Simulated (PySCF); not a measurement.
**BrMoN + HCl → ClMoN + HBr**

Level: PBE0 in the def2-TZVP basis family, computed in PySCF with density fitting; scalar-relativistic core potentials for atoms from Rb on, none lighter, no spin–orbit coupling; open shells unrestricted.

| species | state and structure | ZPE (kJ/mol) | H(298 K) − H(0) (kJ/mol) | S° (J/(mol K)) |
| --- | --- | --- | --- | --- |
| BrMoN | triplet, Cs, Mo–Br 2.458 Å, Mo–N 1.612 Å; Br–Mo–N 116.9° | 9.4 | 12.9 | 311.4 |
| HCl | singlet, C∞v, H–Cl 1.279 Å | 17.9 | 8.7 | 186.6 |
| ClMoN | triplet, Cs, Mo–Cl 2.307 Å, Mo–N 1.613 Å; Cl–Mo–N 116.4° | 10.1 | 12.5 | 299.8 |
| HBr | singlet, C∞v, H–Br 1.421 Å | 16.0 | 8.7 | 198.5 |

(1) Is the gas-phase reaction uphill or downhill in electronic energy at this level, and by how much?

(2) Add zero-point, thermal and entropy terms for 298.15 K and 1 bar.

Answers

(1) At PBE0/def2-TZVP, ΔE = 13.7 kJ/mol, uphill. 

(2) ΔZPE = -1.2 and Δ[H(298) − H(0)] = -0.4 kJ/mol give ΔH° = 12.1 kJ/mol. ΔS° = 0.3 J/(mol K), so ΔG° = 12.1 − 298.15 × (0.0003) = 12 kJ/mol and log₁₀K = -2.1.

Open d or f shells are single determinants, so the state found may not be the ground state. Only the bonding shown was studied: isomers, or loss of a ligand pair, can lie lower.
